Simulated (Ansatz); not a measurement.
Basis-set series for FH4N2Si (`N[Si](N)F`) radical. Charge 0, multiplicity 2. The structure was optimised at the PBE0-D4/def2-TZVP level. It is one conformer, not always the lowest.

| functional | basis | functions | energy (Eh) | HOMO (eV) | LUMO (eV) |
| --- | --- | --- | --- | --- | --- |
| PBE0-D4 | def2-SVP | 80 | -500.71971 | -5.35 | -1.43 |
| PBE0-D4 | def2-TZVPP | 191 | -501.09869 | -5.62 | -1.62 |
| ωB97M-V | def2-SVP | 80 | -500.96420 | -7.13 | 0.16 |
| ωB97M-V | def2-TZVPP | 191 | -501.35000 | -7.41 | -0.11 |

Problem. Give the rows for def2-QZVPP. (Estimate.)

Solution. Computed: 
```tsv
functional	basis	functions	energy (Eh)	HOMO (eV)	LUMO (eV)
PBE0-D4	def2-QZVPP	361	-501.12241	-5.69	-1.74
ωB97M-V	def2-QZVPP	361	-501.37248	-7.50	-0.29
```

HOMO and LUMO are taken over both spins.
